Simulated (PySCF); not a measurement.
**Rb (rubidium, neutral): UHF calculation**

Configuration: [Kr] 4d1, 2D determinant (an excited configuration). Calculation: PySCF 2.14, in aug-cc-pVDZ-X2C (7s6p4d, 45 functions); scalar relativity by spin-free X2C-1e.

| Quantity | Value |
| --- | --- |
| Total energy | -2979.062726 hartree |
| One-electron energy | -4129.1243 hartree |
| Hartree (Coulomb) energy | 1249.7767 hartree |
| Exchange energy | -99.7152 hartree |
| ⟨S²⟩ | 0.7500 |
| ⟨L²⟩ | 6.000 |
| Sum of ⟨r⟩ | 33.07 bohr |
| Sum of ⟨r²⟩ | 129.0 bohr² |
| Traceless quadrupole moment −½Σ⟨3z² − r²⟩ along its main axis | 27.8 e·bohr² |
| Langevin diamagnetic susceptibility | -102 ×10⁻⁶ cm³/mol |

```csv
shell,electrons,mean orbital energy (eV),spread (eV),"rms radius, mean of both spins (bohr)"
1s β,1,-15289.0,0,0.0464
1s α,1,-15289.0,0,0.0464
2s α,1,-2110.0,0,0.192
2s β,1,-2110.0,0,0.192
2p α,3,-1865.5,0.001,0.171
2p β,3,-1865.5,0.003,0.171
3s α,1,-343.60,0,0.543
3s β,1,-343.60,0,0.543
3p α,3,-262.61,0.011,0.557
3p β,3,-262.61,0.012,0.557
3d α,5,-128.24,0.013,0.577
3d β,5,-128.23,0.014,0.577
4s α,1,-44.442,0,1.57
4s β,1,-44.420,0,1.57
4p α,3,-23.857,0.022,1.85
4p β,3,-23.808,0.087,1.85
4d α,1,-1.624,0,9.87
```

Densities and radii are taken from the X2C orbitals without a picture-change correction, which distorts them close to the nucleus.

Spin-orbit constants ζ (cm⁻¹) from the X2C one-electron operator on these orbitals: bare nucleus, nucleus screened by l(l+1)(2l+1)/3 electrons, and screened by the Breit-Pauli mean field of the electrons.

```tsv
shell	bare	screened nucleus	mean field
2p	334500	316400	308300
3p	50530	47800	46330
3d	6568	4793	4507
4p	4444	4204	4052
4d	8.230	6.006	4.721
```

To first order the Landé constant is A = 4.721 cm⁻¹, so the lowest level has J = 3/2 and lies 0.000878 eV below the centre of the term.
